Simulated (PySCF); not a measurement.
# Si⁺: ionisation energy

Si⁺ [Ne] 3s2 3p1 (2P) → Si²⁺ [Ne] 3s2 (1S), as a difference of total energies. All numbers are calculated (PySCF 2.14, no relativity, point nucleus, in def2-TZVPPD (6s5p4d1f, 48 functions)). Correlated levels: valence: [Ne] frozen. The calculations carry no spin-orbit coupling.

| method | ionisation energy (eV) |
| --- | --- |
| UHF | 15.842 |
| MP2 (valence) | 16.101 |
| SCS-MP2 (valence) | 16.089 |
| CCSD (valence) | 16.215 |
| CCSD(T) (valence) | 16.245 |
| CCSDT (valence) | 16.257 |

How much does correlation contribute at CCSD(T) (valence)?

16.245 − (15.842) = 0.403 eV, measured against UHF.

Errors of the correlated levels include the incompleteness of this basis and the frozen core.

For comparison: 16.322 eV (measured; NIST levels, between the centres of gravity of the two terms).
